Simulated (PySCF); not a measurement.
The vertical singlet excitations below were computed for one of the candidates. Method used: TDDFT CAM-B3LYP/def2-SVPD, vertical, gas phase, core orbitals frozen in the response (PySCF 2.14.0, density-fitted response routines). Geometries: GFN2-xTB, one conformer each.

| state | ν̃ (cm⁻¹) | f | main configurations (H = HOMO, L = LUMO) |
| --- | --- | --- | --- |
| S1 | 20440 | 0.0004 | H→L (96%) |
| S2 | 38040 | 0.075 | H→L+1 (57%), H-1→L (29%) |
| S3 | 44280 | 0.199 | H-1→L (65%), H→L+1 (18%), H-2→L (8%) |
| S4 | 44530 | 0.0032 | H-3→L (47%), H-4→L (9%), H-1→L+1 (8%) |
| S5 | 45390 | 0.0013 | H-1→L+1 (30%), H→L+3 (16%), H-3→L (16%) |
| S6 | 46120 | 0.0053 | H-1→L+1 (52%), H→L+3 (26%) |
| S7 | 48200 | 0.025 | H→L+3 (38%), H→L+2 (27%), H→L+4 (14%) |
| S8 | 49550 | 0.445 | H-2→L (35%), H-3→L+1 (14%), H-4→L (11%) |

Question: Which candidate is it? All have the formula C6H8SSi.
A. `C1[SiH2]C(C(=S)C)=CC=1`
B. `C#CC(=C=S)[SiH2]CC`
C. `[SiH3]SC1=C[C@@H]2C=C[C@H]12`

Answer: B. Its S1 lies at 2.53 eV; the nearest of the others has S1 at 2.19 eV. S1 is HOMO→LUMO (96%). Löwdin shares by element: HOMO carbon 50% or more, sulfur 34% (atoms not listed hold the other 17%); LUMO carbon 48% or more, sulfur 39%, silicon 6%. At the same level the other candidates give, for their lowest levels:
- `CC(=S)C1=CC=C[SiH2]1`: 2.19 eV (f 0.000); 3.45 eV (f 0.263); 4.48 eV (f 0.000); 5.11 eV (f 0.000); 5.35 eV (f 0.053); T1 1.73 eV; HOMO -7.66, LUMO -1.92 eV
- `[SiH3]SC1=C[C@@H]2C=C[C@H]12`: 5.09 eV (f 0.057); 5.42 eV (f 0.012); 5.86 eV (f 0.003); 6.01 eV (f 0.034); 6.40 eV (f 0.087); T1 3.66 eV; HOMO -7.51, LUMO 0.61 eV

Conformer computed: `[CH:1]#[C:2][C:3](=[C:4]=[S:5])[SiH2:6][CH2:7][CH3:8]`: C2–C3–Si6–C7 52°, C3–Si6–C7–C8 -176°.
Triplets come from the Tamm–Dancoff approximation.
